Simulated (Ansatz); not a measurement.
C2H3O (SMILES [CH2]C=O) moved off its minimum; all values from Ansatz (a program for electronic structure), cores frozen in correlated methods. Open shells are unrestricted.
(charge 0, multiplicity 2)
```xyz
6

C     -1.17928     0.14876    -0.00867
C      0.23855     0.32391     0.03619
O      0.85841    -0.65229     0.04028
H     -1.59360    -0.69737     0.13435
H     -1.88917     0.99791     0.00577
H      0.62334     1.39705    -0.16586
```

Forces at r2SCAN/def2-TZVPP (eV/Å):

| atom | Fx | Fy | Fz |
|---|---|---|---|
| C1 | 0.789 | 7.509 | -0.168 |
| C2 | -3.793 | 4.682 | -1.433 |
| O3 | 4.837 | -4.673 | 0.428 |
| H4 | -2.442 | -6.225 | 0.819 |
| H5 | 0.595 | -0.273 | -0.233 |
| H6 | 0.014 | -1.020 | 0.586 |

**Question.** Give the forces (eV/Å), the total energy and the dipole at CCSD(T)/cc-pVTZ.

**Answer.** 
| atom | Fx | Fy | Fz |
|---|---|---|---|
| C1 | 0.428 | 7.509 | -0.208 |
| C2 | -3.648 | 5.215 | -1.485 |
| O3 | 5.055 | -4.996 | 0.448 |
| H4 | -2.420 | -6.232 | 0.830 |
| H5 | 0.636 | -0.293 | -0.216 |
| H6 | -0.051 | -1.202 | 0.631 |
Energy -152.8925 hartree, dipole 2.31 D.
